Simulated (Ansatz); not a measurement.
`BN` + `N=CF` → `BN=CF` + NH₃ at 400 K and 1 bar (ligand exchange at a B–N bond).

Gas-phase electronic energies from Ansatz, PBE0-D4/def2-TZVP geometries. CCSD(T)/CBS adds triple-zeta CCSD(T) − MP2 to the extrapolated MP2 energy (def2 sets, frozen cores). This one scheme is used for every species. One conformer a species, not always the lowest.

```
species  CCSD(T)/CBS energy (Eh)  H − E (kJ/mol)  S (J/(mol·K))
   `BN`                -81.93499           142.5          243.5
 `N=CF`               -193.72220           103.2          262.4
`BN=CF`               -219.13545           139.2          306.7
    NH₃                -56.50880           104.2          203.1
```

H − E and S are ideal-gas, rigid-rotor, harmonic terms from PBE0-D4/def2-TZVP, for one conformer and one mirror image of each species. 1 Eh = 2625.50 kJ/mol, R = 8.31446 J/(mol·K).

**Question.** By hand: ΔE, ΔH, ΔS and ΔG.

**Answer.** ΔE = (-219.13545) + (-56.50880) − (-81.93499) − (-193.72220) = 0.01294 Eh = 34.0 kJ/mol. Δ(H − E) = 139.2 + 104.2 − 142.5 − 103.2 = -2.3, so ΔH = 31.7 kJ/mol. ΔS = 306.7 + 203.1 − 243.5 − 262.4 = 3.9 J/(mol·K). ΔG = 31.7 − 400 × (3.9)/1000 = 30.1 kJ/mol.

**Question.** By hand: the equilibrium constant, and the temperature at which ΔG would vanish if ΔH and ΔS stayed fixed.

**Answer.** log₁₀ K = −ΔG/(RT ln 10) = -3.9. ΔG = 0 at ΔH/ΔS = 8128 K, far beyond where these terms or the molecules hold.

The number of gas molecules stays the same, so ΔS is small and ΔH decides. A doubt of 5 kJ/mol in ΔE shifts log₁₀ K by 0.7 here. Other conformers and mirror images would add mixing entropy, several J/(mol·K) or more a flexible species. These are equilibria of isolated gas molecules and say nothing of rates. Largest T1 diagnostic: 0.015 (customary marks: 0.02 for closed shells, 0.045 for open ones).
